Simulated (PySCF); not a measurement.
**F²⁺: excitation energy**

F²⁺ [He] 2s2 2p3 (4S) → F²⁺ [He] 2s2 2p2 3s1 (4P), as a difference of total energies. Computed with PySCF 2.14 in aug-cc-pVDZ-DK, with scalar relativity by spin-free X2C-1e. Correlated levels: valence: 1s2 frozen. The calculations carry no spin-orbit coupling.

```tsv
method	excitation energy (eV)
UHF	39.439
LDA	39.801
PBE	39.490
PBE0	39.649
r2SCAN	40.129
TPSSh	39.738
TPSS	39.687
B2PLYP	39.528
SCS-MP2 (valence)	39.335
```

Problem. Estimate what MP2 (valence) gives.

Solution. 39.477 eV, closest to PBE among the rows shown.

Problem. Estimate what B3LYP gives.

Solution. 39.571 eV, closest to B2PLYP among the rows shown.

A first-order spin-orbit estimate (lowest level to lowest level, LS coupling) adds -0.041 eV.

The promoted electron is Rydberg-like, and one or two diffuse shells describe it only roughly, which tends to raise the upper state.
